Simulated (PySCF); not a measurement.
**Magnetic susceptibility: SMILES CCCP(C=C)N, C₅H₁₂NP**

Geometry (Å), atoms numbered from 1 in this order:
```xyz
19

C     1.1934    1.7129   -1.8154
C     1.3498    0.4878   -1.3443
P     0.0338   -0.7763   -1.3755
N     1.1131   -2.1262   -1.2899
C    -0.3529   -0.7485    0.4505
C    -1.1146    0.5074    0.8523
C    -1.4472    0.5120    2.3398
H     1.9805    2.4504   -1.7776
H     0.2619    2.0308   -2.2558
H     2.2874    0.1537   -0.9127
H     1.6004   -2.2353   -2.1755
H     0.5932   -2.9848   -1.1287
H    -0.9570   -1.6354    0.6673
H     0.5889   -0.8356    0.9996
H    -2.0376    0.5698    0.2704
H    -0.5130    1.3875    0.6102
H    -1.9779    1.4222    2.6097
H    -2.0750   -0.3396    2.5946
H    -0.5369    0.4564    2.9335
```

Method: PySCF 2.14.0, GIAO B97-2/pcSseg-1 magnetisability, rotational g tensor and spin-rotation constants, non-relativistic, gas phase. Geometry: GFN2-xTB.

Task: How diamagnetic is it, and how anisotropic?

Result: Isotropic -1361 × 10⁻³⁰ J/T², or -81.9 × 10⁻⁶ cm³/mol; principal values -1474, -1345, -1263 × 10⁻³⁰ J/T², anisotropy 184 × 10⁻³⁰ J/T² (root of half the summed squared differences of the principal values). The susceptibility is in cgs units.

Task: Split it along the inertial axes a, b, c into diamagnetic and paramagnetic parts about the centre of mass, with the quadrupole moment.

Result: 
```csv
axis,χ (10⁻⁶ cm³/mol),diamagnetic (10⁻⁶ cm³/mol),paramagnetic (10⁻⁶ cm³/mol),summed x² of all electrons (Å²),quadrupole Θ (D Å)
a,-87.9,-559.1,471.2,210.7,+0.86
b,-80.1,-1019.1,939.0,102.3,+6.19
c,-77.8,-1327.7,1249.9,29.5,-7.05
```
Anisotropies 2χaa − χbb − χcc = -17.9 and 2χbb − χaa − χcc = +5.5 × 10⁻⁶ cm³/mol. Θ is traceless in Buckingham's convention.

Task: And the rotational g tensor?

Result: 
| axis | rotational constant (GHz) | g | nuclear part | electronic part |
| --- | --- | --- | --- | --- |
| a | 2.8024 | -0.0045 | 0.6159 | -0.6203 |
| b | 1.3804 | -0.0093 | 0.5996 | -0.6089 |
| c | 1.0252 | -0.0043 | 0.5977 | -0.6020 |

Asymmetric top; isotopes 12C, 1H, 14N, 31P; no vibrational averaging.
